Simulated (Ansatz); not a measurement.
Molecule: WF, net charge 0, sextet state. The spin state was set by rule; other spins were not relaxed. 
Geometry from a B3LYP-D3(BJ)/def2-TZVP (Ansatz, a first-principles code) optimisation:
```
W
F 1 1.9052
```
Charge 0, spin multiplicity 6.

Total electronic energies in hartree. Correlated levels leave the core frozen unless marked. UHF or UKS for open shells. Spin-orbit coupling is left out. The frozen core is the preceding noble-gas configuration, with the filled d and f shells of earlier blocks. Past Kr the def2 sets carry scalar-relativistic core potentials. CBS(X,Y): correlation extrapolated as X^-3; Hartree-Fock from the larger set. The bracket is a focal-point correction in the basis named.

```json
[
 {"level": "HF/def2-TZVPP", "program": "Ansatz", "energy (Eh)": "-165.89728"},
 {"level": "HF/def2-QZVPP", "program": "Ansatz", "energy (Eh)": "-165.90358"},
 {"level": "B97M-V/def2-TZVPD", "program": "Ansatz", "energy (Eh)": "-166.86206"},
 {"level": "B3LYP-D4/def2-TZVPD", "program": "Ansatz + dftd4", "energy (Eh)": "-166.91906"},
 {"level": "PBE0-D3(BJ)/def2-TZVPD", "program": "Ansatz + dftd3", "energy (Eh)": "-166.79928"},
 {"level": "BHLYP-D3(BJ)/def2-TZVPD", "program": "Ansatz + dftd3", "energy (Eh)": "?"},
 {"level": "wB97X-V/def2-TZVPD", "program": "Ansatz", "energy (Eh)": "?"},
 {"level": "wB97X/def2-TZVPD", "program": "Ansatz", "energy (Eh)": "-166.85633"},
 {"level": "PBE-QIDH/def2-TZVPD", "program": "Ansatz", "energy (Eh)": "-166.59282"},
 {"level": "MP2/def2-TZVPP", "program": "Ansatz", "energy (Eh)": "-166.24180"},
 {"level": "RI-MP2/def2-TZVPP", "program": "Ansatz", "energy (Eh)": "-166.24175"},
 {"level": "RI-MP2/def2-QZVPP", "program": "Ansatz", "energy (Eh)": "-166.27808"},
 {"level": "RI-MP2/CBS(def2-TZVPP,def2-QZVPP)", "program": "Ansatz", "energy (Eh)": "-166.3000"},
 {"level": "SCS-MP2/def2-SVP", "program": "Ansatz", "energy (Eh)": "-165.97475"},
 {"level": "SCS-MP2/def2-TZVPPD", "program": "Ansatz", "energy (Eh)": "-166.20138"},
 {"level": "CCSD/def2-TZVPP", "program": "Ansatz", "energy (Eh)": "-166.24665"},
 {"level": "CCSD/def2-TZVPPD", "program": "Ansatz", "energy (Eh)": "-166.25035"},
 {"level": "CCSDT/def2-SVP", "program": "Ansatz", "energy (Eh)": "-166.02184"},
 {"level": "RI-MP2/CBS(def2-TZVPP,def2-QZVPP)+[CCSD(T)-MP2]/def2-SVP", "program": "Ansatz", "energy (Eh)": "-166.3129"},
 {"level": "RI-MP2/CBS(def2-TZVPPD,def2-QZVPPD)+[CCSD(T)-MP2]/def2-SVPD", "program": "Ansatz", "energy (Eh)": "-166.3131"},
 {"level": "RI-MP2/CBS(def2-TZVPP,def2-QZVPP)+[CCSD(T)-MP2]/def2-QZVPP", "program": "Ansatz", "energy (Eh)": "-166.3162"},
 {"level": "CCSD(T)/CBS(def2-TZVPP,def2-QZVPP)", "program": "Ansatz", "energy (Eh)": "-166.3161"},
 {"level": "CCSD(T)/CBS(def2-TZVPPD,def2-QZVPPD)", "program": "Ansatz", "energy (Eh)": "-166.3150"}
]
```

Question: Complete the blanks.

Answer: 
- BHLYP-D3(BJ)/def2-TZVPD, energy (Eh): -166.73824
- wB97X-V/def2-TZVPD, energy (Eh): -166.80870
